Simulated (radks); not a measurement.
Tm7+, configuration [Kr] 4d10 4f11 5s2 5p3 (the NIST ground configuration). Calculated with a radial shooting solver on a logarithmic mesh with Libxc functionals: Dirac Kohn-Sham, OLYP, spin-unpolarised, spherical densities, point nucleus; open shells are shared between the two j in proportion to 2j + 1.

Normalised radial functions P(r) = r R(r) (large component), r in bohr:

| r | 5p3/2 | 4f5/2 | 5d5/2 |
|---|---|---|---|
| 0.001115 | 0.0011 | 0.0000 | 0.0000 |
| 0.001703 | 0.0025 | 0.0000 | 0.0000 |
| 0.002582 | 0.0053 | 0.0000 | 0.0000 |
| 0.003946 | 0.0116 | 0.0000 | 0.0002 |
| 0.006029 | 0.0245 | 0.0000 | 0.0005 |
| 0.009213 | 0.0496 | 0.0000 | 0.0017 |
| 0.01397 | 0.0936 | 0.0002 | 0.0054 |
| 0.02134 | 0.1619 | 0.0009 | 0.0160 |
| 0.03261 | 0.2377 | 0.0040 | 0.0438 |
| 0.04983 | 0.2550 | 0.0161 | 0.1055 |
| 0.07554 | 0.1082 | 0.0570 | 0.2067 |
| 0.1154 | -0.2138 | 0.1773 | 0.2984 |
| 0.1764 | -0.3629 | 0.4472 | 0.2172 |
| 0.2695 | 0.0776 | 0.8604 | -0.1446 |
| 0.4086 | 0.5552 | 1.1872 | -0.4540 |
| 0.6243 | 0.0542 | 1.1450 | -0.1750 |
| 0.954 | -0.8811 | 0.7640 | 0.5513 |
| 1.458 | -0.9176 | 0.3323 | 0.9089 |
| 2.21 | -0.3274 | 0.0779 | 0.5656 |
| 3.377 | -0.0328 | 0.0065 | 0.1239 |
| 5.16 | -0.0005 | 0.0001 | 0.0054 |

5p3/2: eigenvalue -118.96 eV, 3 radial nodes at r = 0.0884, 0.256, 0.639 bohr, <r> = 1.30 bohr, 90 % of the charge inside 1.86 bohr. 4f5/2: eigenvalue -112.54 eV, 0 radial nodes, <r> = 0.678 bohr, 90 % of the charge inside 1.12 bohr. 5d5/2 (empty): eigenvalue -81.013 eV, 2 radial nodes at r = 0.234, 0.697 bohr, <r> = 1.60 bohr, 90 % of the charge inside 2.33 bohr.
